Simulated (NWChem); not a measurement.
System: SiO2 anion, doublet

NWChem printed, in part:

```
             Northwest Computational Chemistry Package (NWChem) 7.3.0
             --------------------------------------------------------

                             Geometry "geometry" -> ""
                             -------------------------

 Output coordinates in angstroms (scale by  1.889725989 to convert to a.u.)

  No.       Tag          Charge          X              Y              Z
 ---- ---------------- ---------- -------------- -------------- --------------
    1 O                    8.0000    -1.47590000     0.00000000    -0.27376000
    2 Si                  14.0000     0.00000000     0.00000000     0.29336700
    3 O                    8.0000     1.47590000     0.00000000    -0.27376000

 Effective nuclear repulsion energy (a.u.)      86.4433082458

                                 NWChem DFT Module
                                 -----------------

 Summary of "ao basis" -> "ao basis" (spherical)
 ------------------------------------------------------------------------------
       Tag                 Description            Shells   Functions and Types
 ---------------- ------------------------------  ------  ---------------------
 O                          cc-pvdz                  6       14   3s2p1d
 Si                         cc-pvdz                  8       18   4s3p1d

 in cosmo_initialize ...
 calling solv_data for solv:h2o

 solvent parameters
 solvname_short: h2o
 solvname_long:  water
 dielec:       78.4000
 dielecinf:     1.7769
 aqueous SMD model solvent descriptors
 dielec:       78.4000
 sola:          0.8200

          ---------------
          -cosmo- solvent
          ---------------
 Cosmo: York-Karplus, doi: 10.1021/jp992097l
 dielectric constant -eps-     =  78.40
 screen = (eps-1)/(eps    )    =   0.98724
 surface charge correction     = lagrangian

   van der Waals surface
 --------------------------

 ---------- ATOMIC COORDINATES (A.U.) ------------ VDWR(ANG.) --
     1   -2.78904659    0.00000000   -0.51733139     1.520
     2    0.00000000    0.00000000    0.55438324     2.470
     3    2.78904659    0.00000000   -0.51733139     1.520
 number of segments per atom =        128
 number of   points per atom =        128
 atom (   nspa,  nppa )
 ----------------------
    1 (     56,     0 )       0
    2 (    108,     0 )       0
    3 (     56,     0 )       0
 number of -cosmo- surface points =      220
 molecular surface =     82.913 angstrom**2
 molecular volume  =     68.498 angstrom**3
 -lineq- algorithm             =   0
 -bem- low  level              =   3
 -bem- from -octahedral-
 gaussian surface charge width =   4.50000
 degree of switching           =   1.00000
 switching function tolerance  =   0.00010
 atomic radii =
 --------------
    1  8.000  1.520
    2 14.000  2.470
    3  8.000  1.520
 ...... end of -cosmo- initialization ......

 nat:                     3
 ixmem:                   608
 calling mnsol_interface()
 G(SMD-CDS) energy (kcal/mol)  =     0.000
 SMD-CDS SASA (angstrom**2)    =    96.144

            General Information
            -------------------
          SCF calculation type: DFT
          Wavefunction type:  spin polarized.
          No. of atoms     :     3
          No. of electrons :    31
           Alpha electrons :    16
            Beta electrons :    15
          Charge           :    -1
          Spin multiplicity:     2
          Use of symmetry is: off; symmetry adaption is: off
          Maximum number of iterations: 150
          AO basis - number of functions:    46
                     number of shells:    20
          Convergence on energy requested:  1.00D-06
          Convergence on density requested:  1.00D-05
          Convergence on gradient requested:  5.00D-04

              XC Information
              --------------
                         B3LYP Method XC Potential
                     Hartree-Fock (Exact) Exchange  0.200
                        Slater Exchange Functional  0.800 local
                    Becke 1988 Exchange Functional  0.720 non-local
              Lee-Yang-Parr Correlation Functional  0.810
                  VWN I RPA Correlation Functional  0.190 local

             Grid Information
             ----------------
          Grid used for XC integration:  medium
          Radial quadrature: Mura-Knowles
          Angular quadrature: Lebedev.
          Tag              B.-S. Rad. Rad. Pts. Rad. Cut. Ang. Pts.
          ---              ---------- --------- --------- ---------
          O                   0.60       49           7.0       434
          Si                  1.10       88           6.0       590
          Grid pruning is: on
          Number of quadrature shells:   186
          Spatial weights used:  Erf1

      Superposition of Atomic Density Guess
      -------------------------------------

 Sum of atomic energies:        -438.36261013

 Renormalizing density from      30.00 to     31

      Non-variational initial energy
      ------------------------------

 Total energy =    -447.221909
 1-e energy   =    -804.669261
 2-e energy   =     271.004043
 HOMO         =       0.162697
 LUMO         =       0.323985

   convergence    iter        energy       DeltaE   RMS-Dens  Diis-err
 ---------------- ----- ----------------- --------- --------- ---------
     COSMO gas phase
 d= 0,ls=0.0,diis     1   -439.8512265290 -5.26D+02  2.57D-02  2.33D-01
                                                     1.86D-02  2.18D-01
 d= 0,ls=0.0,diis     2   -439.6802497404  1.71D-01  1.03D-02  6.81D-01
                                                     1.03D-02  6.56D-01
 d= 0,ls=0.0,diis     3   -439.9816228242 -3.01D-01  2.75D-03  4.46D-02
                                                     2.36D-03  4.62D-02
 d= 0,ls=0.0,diis     4   -439.9983744323 -1.68D-02  6.02D-04  4.67D-04
                                                     1.99D-04  2.79D-04
 d= 0,ls=0.0,diis     5   -439.9985443478 -1.70D-04  7.20D-05  4.30D-06
                                                     5.71D-05  5.25D-06
  Resetting Diis
 d= 0,ls=0.0,diis     6   -439.9985488410 -4.49D-06  3.16D-05  5.76D-07
                                                     2.11D-05  4.52D-07
 d= 0,ls=0.0,diis     7   -439.9985492957 -4.55D-07  3.62D-06  1.83D-08
                                                     3.63D-06  1.89D-08

[...]

                                COSMO-SMD solvation results
                                ---------------------------

             internal energy in gas <Psi(g)|H|Psi(g)> =      -439.998549295706
         internal energy in solvent <Psi(s)|H|Psi(s)> =      -439.995575233031
                               delta internal energy  =         0.002974062675 (    1.87 kcal/mol)
   total free energy in solvent <Psi(s)|H+V/2|Psi(s)> =      -440.112173592208
 polarization energy contribution <Psi(s)|V/2|Psi(s)> =        -0.116598359178 (  -73.17 kcal/mol)
    total free energy in solvent including G(SMD-CDS) =      -440.112173592208
                       G(SMD-CDS) energy contribution =         0.000000000000 (    0.00 kcal/mol)
     1 M fixed-concentration free energy of solvation =        -0.113624296503 (  -71.30 kcal/mol)

                    DFT Final Alpha Molecular Orbital Analysis
                    ------------------------------------------

 Vector   14  Occ=1.000000D+00  E=-2.578276D-01
              MO Center= -2.7D-05, -1.7D-09, -2.4D-01, r^2= 2.7D+00
   Bfn.  Coefficient  Atom+Function         Bfn.  Coefficient  Atom+Function
  ----- ------------  ---------------      ----- ------------  ---------------
     5      0.429529  1 O  py                37     -0.429522  3 O  py
     8      0.332886  1 O  py                40     -0.332880  3 O  py
    28     -0.127751  2 Si d -2

 Vector   15  Occ=1.000000D+00  E=-2.575337D-01
              MO Center= -2.5D-05,  1.7D-09, -2.0D-01, r^2= 2.8D+00
   Bfn.  Coefficient  Atom+Function         Bfn.  Coefficient  Atom+Function
  ----- ------------  ---------------      ----- ------------  ---------------
     6      0.359543  1 O  pz                38     -0.359538  3 O  pz
     9      0.281953  1 O  pz                41     -0.281950  3 O  pz
     4     -0.244441  1 O  px                36     -0.244437  3 O  px
     7     -0.175421  1 O  px                39     -0.175417  3 O  px
    31      0.113556  2 Si d  1              25     -0.095937  2 Si px

 Vector   16  Occ=1.000000D+00  E=-1.776200D-01
              MO Center= -4.0D-06, -9.2D-11,  5.1D-01, r^2= 2.5D+00
   Bfn.  Coefficient  Atom+Function         Bfn.  Coefficient  Atom+Function
  ----- ------------  ---------------      ----- ------------  ---------------
    18      0.682362  2 Si s                 24      0.274158  2 Si pz
     6     -0.267690  1 O  pz                38     -0.267688  3 O  pz
     9     -0.216655  1 O  pz                41     -0.216653  3 O  pz
    27      0.178602  2 Si pz                 4     -0.168230  1 O  px
    36      0.168230  3 O  px                17      0.146143  2 Si s

 Vector   17  Occ=0.000000D+00  E= 8.601536D-03
              MO Center= -1.1D-06, -1.4D-11,  3.0D-01, r^2= 3.0D+00
   Bfn.  Coefficient  Atom+Function         Bfn.  Coefficient  Atom+Function
  ----- ------------  ---------------      ----- ------------  ---------------
    26      0.705948  2 Si py                23      0.384822  2 Si py
     8     -0.303389  1 O  py                40     -0.303388  3 O  py
     5     -0.282249  1 O  py                37     -0.282248  3 O  py
    29      0.100809  2 Si d -1

 Vector   18  Occ=0.000000D+00  E= 8.046806D-02
              MO Center= -5.2D-07,  2.3D-11, -3.5D-01, r^2= 3.2D+00
   Bfn.  Coefficient  Atom+Function         Bfn.  Coefficient  Atom+Function
  ----- ------------  ---------------      ----- ------------  ---------------
    27     -0.857899  2 Si pz                18      0.853003  2 Si s
     3     -0.396455  1 O  s                 35     -0.396455  3 O  s
     7     -0.255495  1 O  px                39      0.255494  3 O  px
    24     -0.221461  2 Si pz                 4     -0.196242  1 O  px
    36      0.196242  3 O  px                 9      0.155416  1 O  pz

 Vector   19  Occ=0.000000D+00  E= 1.412547D-01
              MO Center= -2.0D-08,  8.3D-13,  5.9D-01, r^2= 4.6D+00
   Bfn.  Coefficient  Atom+Function         Bfn.  Coefficient  Atom+Function
  ----- ------------  ---------------      ----- ------------  ---------------
    25      1.443767  2 Si px                 3      0.672420  1 O  s
    35     -0.672419  3 O  s                  9      0.174173  1 O  pz
    41     -0.174173  3 O  pz                 6      0.127360  1 O  pz
    38     -0.127360  3 O  pz                22      0.100882  2 Si px
    31     -0.081897  2 Si d  1               2      0.076585  1 O  s

                     DFT Final Beta Molecular Orbital Analysis
                     -----------------------------------------

 Vector   13  Occ=1.000000D+00  E=-2.928286D-01
              MO Center=  2.9D-05, -1.0D-10, -8.1D-02, r^2= 2.6D+00
   Bfn.  Coefficient  Atom+Function         Bfn.  Coefficient  Atom+Function
  ----- ------------  ---------------      ----- ------------  ---------------
     6      0.332053  1 O  pz                38      0.332062  3 O  pz
     9      0.233737  1 O  pz                41      0.233744  3 O  pz
    24      0.210067  2 Si pz                27      0.209109  2 Si pz
     4     -0.151698  1 O  px                36      0.151702  3 O  px
     7     -0.122448  1 O  px                39      0.122451  3 O  px

 Vector   14  Occ=1.000000D+00  E=-2.544281D-01
              MO Center= -2.9D-05, -4.7D-11, -2.4D-01, r^2= 2.7D+00
   Bfn.  Coefficient  Atom+Function         Bfn.  Coefficient  Atom+Function
  ----- ------------  ---------------      ----- ------------  ---------------
     5      0.427747  1 O  py                37     -0.427739  3 O  py
     8      0.335042  1 O  py                40     -0.335036  3 O  py
    28     -0.127145  2 Si d -2

 Vector   15  Occ=1.000000D+00  E=-2.468468D-01
              MO Center= -2.8D-05,  5.3D-11, -1.9D-01, r^2= 2.8D+00
   Bfn.  Coefficient  Atom+Function         Bfn.  Coefficient  Atom+Function
  ----- ------------  ---------------      ----- ------------  ---------------
     6      0.381152  1 O  pz                38     -0.381146  3 O  pz
     9      0.307041  1 O  pz                41     -0.307036  3 O  pz
     4     -0.191718  1 O  px                36     -0.191715  3 O  px
     7     -0.140293  1 O  px                39     -0.140290  3 O  px
    31      0.109531  2 Si d  1              25     -0.101888  2 Si px

 Vector   16  Occ=0.000000D+00  E=-7.242381D-02
              MO Center= -8.9D-07, -8.8D-11,  5.4D-01, r^2= 2.6D+00
   Bfn.  Coefficient  Atom+Function         Bfn.  Coefficient  Atom+Function
  ----- ------------  ---------------      ----- ------------  ---------------
    18      0.858641  2 Si s                  6     -0.233310  1 O  pz
    38     -0.233310  3 O  pz                24      0.222520  2 Si pz
     9     -0.217124  1 O  pz                41     -0.217124  3 O  pz
     3     -0.175302  1 O  s                 27      0.175364  2 Si pz
    35     -0.175302  3 O  s                  4     -0.172084  1 O  px

 Vector   17  Occ=0.000000D+00  E= 2.979670D-02
              MO Center= -8.5D-07, -1.8D-11,  2.8D-01, r^2= 3.1D+00
   Bfn.  Coefficient  Atom+Function         Bfn.  Coefficient  Atom+Function
  ----- ------------  ---------------      ----- ------------  ---------------
    26      0.742539  2 Si py                23      0.365071  2 Si py
     8     -0.302868  1 O  py                40     -0.302867  3 O  py
     5     -0.278044  1 O  py                37     -0.278044  3 O  py
    29      0.055029  2 Si d -1

 Vector   18  Occ=0.000000D+00  E= 9.200769D-02
              MO Center= -5.5D-07,  1.6D-11, -3.2D-01, r^2= 3.3D+00
   Bfn.  Coefficient  Atom+Function         Bfn.  Coefficient  Atom+Function
  ----- ------------  ---------------      ----- ------------  ---------------
    27      0.900077  2 Si pz                18     -0.792343  2 Si s
     3      0.383410  1 O  s                 35      0.383410  3 O  s
     7      0.246454  1 O  px                39     -0.246454  3 O  px
    24      0.217647  2 Si pz                 4      0.186128  1 O  px
    36     -0.186127  3 O  px                 9     -0.172479  1 O  pz

   alpha - beta orbital overlaps
   -----------------------------

   alpha      1      2      3      4      5      6      7      8      9     10
    beta      1      2      3      4      5      7      6      8      9     10
 overlap   1.000  0.992  0.992  1.000  1.000  1.000  1.000  1.000  1.000  0.989

   alpha     11     12     13     14     15     16     17     18     19     20
    beta     11     13     12     14     15     16     17     18     19     20
 overlap   0.988  0.988  1.000  1.000  0.988  0.994  0.998  0.997  0.999  0.993

   alpha     21     22     23     24     25     26     27     28     29     30
    beta     21     22     23     24     25     26     27     28     29     30
 overlap   0.996  0.983  0.995  0.986  0.999  1.000  0.999  1.000  0.997  1.000

   alpha     31     32     33     34     35     36     37     38     39     40
    beta     31     32     33     34     35     36     37     38     39     40
 overlap   0.994  0.997  1.000  0.994  1.000  1.000  1.000  1.000  0.997  0.999

   alpha     41     42     43     44     45     46
    beta     41     42     43     44     45     46
 overlap   0.997  1.000  0.999  1.000  1.000  1.000

     --------------------------
     Expectation value of S2:
     --------------------------
      <S2> =      0.7536 (Exact =     0.7500)

     Multipole analysis of the density
     ---------------------------------

[...]
```

Level: B3LYP/cc-pVDZ, spin-unrestricted, SMD on the gas-phase geometry. In the optimisation the excess spin sits in a1 (C2v, its own frame). Sets without diffuse functions describe the anion's extra electron poorly. Geometry: optimised at B3LYP/def2-SVPD, spin-unrestricted. No stability test was run on the SCF state. B3LYP is NWChem's, with the RPA form of VWN correlation. Solvent: water.

Q: Which NWChem input produces such a log?

A: This is not unique; one that fits is the input that was run:
```
start job
memory heap 200 mb stack 900 mb global 1100 mb
charge -1
geometry units angstroms noautosym nocenter noautoz
  O     -1.475900     0.000000    -0.273760
  Si     0.000000     0.000000     0.293367
  O      1.475900     0.000000    -0.273760
end
basis spherical
  O library cc-pvdz
  Si library cc-pvdz
end
dft
  odft
  mult 2
  xc b3lyp
  iterations 150
end
cosmo
  do_cosmo_smd true
  solvent water
end
task dft energy
```
